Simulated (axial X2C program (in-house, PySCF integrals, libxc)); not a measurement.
What spin–orbit coupling does to BaO⁺

Computed with an in-house relativistic program for diatomic molecules. Spin-free means the one-electron spin-free X2C Hamiltonian; two-component (2c) means X2C with spin–orbit coupling and atomic mean-field two-electron Coulomb and Gaunt terms, so the difference of the two also holds small scalar two-electron terms. Basis: Ba dyall-cv3z [14s14p9d5f1g], O dyall-av3z [7s6p3d2f] (cores contracted in-house); Gaussian nuclei, density fitting, unrestricted open shells. Masses: Ba 137.905 u, O 15.995 u.

Spin-free state: M_S = 1/2, Λ = 0 (beyond evenly filled blocks: σα); fragments Ba+ + O.

```
level  Re (Å)  ωe (cm⁻¹)  De (eV)  μ (D)
 PBE0   2.056      553.2    4.195  -5.68
 TPSS   2.062      546.8    4.522  -5.47
```

Dipoles are positive if O is the positive end and refer to the centre of mass.

Two-component determinant lowest at the distance of the search:

Ω = 1/2 (⟨Sz⟩ = 0.50, ⟨Lz⟩ = 0.00 at PBE0); fragments Ba+ + O.

```json
{"level": "PBE0", "Re (Å)": "2.054", "ωe (cm⁻¹)": "553.4", "De (eV)": "4.202", "μ (D)": "-5.66"}
{"level": "TPSS", "Re (Å)": "2.061", "ωe (cm⁻¹)": "547.0", "De (eV)": "4.530", "μ (D)": "-5.45"}
```

Question: From the two tables, how do the constants change at the PBE0 level (2c against spin-free)?

Answer: At the PBE0 level Re decreases by 0.002 Å and ωe is unchanged to within 0.2 cm⁻¹; De is not compared, since the atomic limits differ or miss part of their spin–orbit lowering.

Occupations by symmetry block were frozen at the best pattern of an incomplete PBE0 search. Dissociation energies refer to the lowest single-determinant-based atoms at the same level and basis. Density functionals use the spin component along the axis (collinear). The 2c atoms are single determinants rather than J levels; their spin–orbit lowering is only partly caught, and De is too large by that part. This holds for PBE0, TPSS. PBE0 can misorder states that lie within some tenths of an eV, so this need not be the ground state of the molecule. The nearest other spin-free determinant of the search, M_S = 1/2, Λ = 1, lies 0.48 eV up at the distance of the search. The functionals have no current-density term, which raises determinants with orbital currents, atoms included.
